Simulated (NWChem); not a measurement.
System: BSiH₅SO₂; SMILES B(O)(O)S[SiH3]

```xyz
10

Si     0.3141    -1.8822     0.0000
S     -1.0657    -0.2245     0.0000
B      0.1342     1.1646     0.0000
O     -0.2823     2.4582     0.0000
O      1.4623     0.8847     0.0000
H      1.1667    -1.8864    -1.2222
H      1.1667    -1.8864     1.2222
H     -0.5555    -3.0947     0.0000
H     -1.2383     2.5623     0.0000
H      2.0033     1.6827     0.0000
```
Atoms are numbered in this order, from 1.

Program: NWChem. The geometry was optimised at PBE0/def2-SVP. Total energies compare along this basis series because the functional is fixed.

```
level                     basis functions  energy (Ha)  highest occupied level (eV)  orbital gap (eV)  dipole (D)
------------------------  ---------------  -----------  ---------------------------  ----------------  ----------
Hartree-Fock/cc-pVDZ                  103    -863.9646                            …                 …           …
Hartree-Fock/aug-cc-pVDZ              168    -863.9822                       -10.27             11.17        1.20
Hartree-Fock/cc-pVTZ                  228    -864.0566                       -10.29             13.59        1.27
```

Problem. What belongs in the gaps?

Solution. 
- Hartree-Fock/cc-pVDZ, highest occupied level (eV): -10.18
- Hartree-Fock/cc-pVDZ, orbital gap (eV): 14.04
- Hartree-Fock/cc-pVDZ, dipole (D): 1.42
